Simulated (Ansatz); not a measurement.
Mulliken charges of CH6AlGa, SMILES `[AlH2][CH2][GaH2]` from B3LYP/def2-TZVPP in Ansatz (PBE0-D4/def2-TZVP geometry).

```
atom   x (Å)   y (Å)   z (Å)  charge (e)
 Al1  -0.546  -0.262   1.563       0.437
  C2  -0.546  -0.321  -0.375      -0.415
 Ga3   0.980   0.516  -1.270       0.175
  H4   0.139  -1.429   2.395      -0.146
  H5  -1.206   0.968   2.322      -0.146
  H6  -1.448   0.194  -0.724       0.106
  H7  -0.562  -1.373  -0.678       0.107
  H8   2.263  -0.334  -1.586      -0.059
  H9   0.925   2.041  -1.647      -0.059
```

Task: By hand: the dipole of these point charges (1 e Å = 4.8032 D).

Result: Σ q r = (-0.086, -0.051, -0.031) e Å, of length 0.105 e Å = 0.50 D.

Task: How does the dipole of the full density compare? (Estimate.)

Result: Computed: (-0.152, -0.089, -0.115) e Å, 1.01 D; the point charges give 0.50 times that, at 16° from its direction.

Point charges leave out the atoms' own dipoles, such as those of lone pairs, and Mulliken's split depends on the basis, so the two needn't agree.

B3LYP here is the variant with VWN-RPA as its local correlation; programs differ in this.
